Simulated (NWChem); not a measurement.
System meant: SiH₂S₂, singlet; SMILES [Si](S)S

Input file for NWChem:

```
start job
memory heap 200 mb stack 900 mb global 1100 mb
geometry units angstroms noautoz
  Si    -1.018948     0.012283     0.001090
  S      0.363004     1.667291    -0.000989
  H      1.554123     1.021062    -0.000940
  S      0.431897    -1.581797     0.001963
  H     -0.477070    -2.583415     0.003403
end
basis spherical
  * library def2-svp
end
dft
  xc xpbe96 cpbe96
  iterations 4
  mulliken
end
task dft energy
```

End of the output:

```
    Atom       Charge   Shell Charges
 -----------   ------   -------------------------------------------------------
    1 Si  14    14.03   2.00  1.96  1.04  0.68  5.80  1.09  1.23  0.23
    2 S   16    15.97   2.00  1.95  1.00  0.68  5.81  1.90  2.58  0.06
    3 H    1     1.02   0.62  0.32  0.08
    4 S   16    15.98   2.00  1.95  1.00  0.69  5.81  1.90  2.58  0.06
    5 H    1     1.01   0.62  0.31  0.08

 center of mass
 --------------
 x =  -0.02188479 y =   0.03110565 z =   0.00000000

 moments of inertia (a.u.)
 ------------------
         630.763936704333          -0.000000000000           0.000000000000
          -0.000000000000         149.430531104010           0.000000000000
           0.000000000000           0.000000000000         780.194467808343

     Multipole analysis of the density
     ---------------------------------

     L   x y z        total         alpha         beta         nuclear
     -   - - -        -----         -----         ----         -------
     0   0 0 0     -0.000000    -24.000000    -24.000000     48.000000

     1   1 0 0      0.081776      0.040888      0.040888     -0.000000
     1   0 1 0     -0.492805     -0.246402     -0.246402     -0.000000
     1   0 0 1     -0.000000     -0.000000     -0.000000      0.000000

     2   2 0 0    -29.843675    -54.678734    -54.678734     79.513792
     2   1 1 0      1.766916     -1.581525     -1.581525      4.929965
     2   1 0 1     -0.000000     -0.000000     -0.000000      0.000000
     2   0 2 0    -29.125832   -179.243415   -179.243415    329.360998
     2   0 1 1     -0.000000     -0.000000     -0.000000      0.000000
     2   0 0 2    -30.297980    -15.148990    -15.148990      0.000000

 ------------------------------------------------------------------------
 dft energy failed                                                                                  0
 ------------------------------------------------------------------------
 ------------------------------------------------------------------------
  current input line :
    18: task dft energy
 ------------------------------------------------------------------------
 ------------------------------------------------------------------------
 This type of error is most commonly associated with calculations not reaching convergence criteria
 ------------------------------------------------------------------------
 For more information see the NWChem manual at https://nwchemgit.github.io

0:dft energy failed:Received an Error in Communication
```

Task: Can this run be used? If not, why, and what is the fix?

Result: The run did not converge; its last values are not results. Cause: the SCF was allowed too few iterations. This input runs:
```
start job
memory heap 200 mb stack 900 mb global 1100 mb
geometry units angstroms noautoz
  Si    -1.018948     0.012283     0.001090
  S      0.363004     1.667291    -0.000989
  H      1.554123     1.021062    -0.000940
  S      0.431897    -1.581797     0.001963
  H     -0.477070    -2.583415     0.003403
end
basis spherical
  Si library def2-svp
  S library def2-svp
  H library def2-svp
end
dft
  xc xpbe96 cpbe96
  iterations 150
  mulliken
end
task dft energy
```
It converges to -1086.27617 Ha (PBE/def2-SVP).
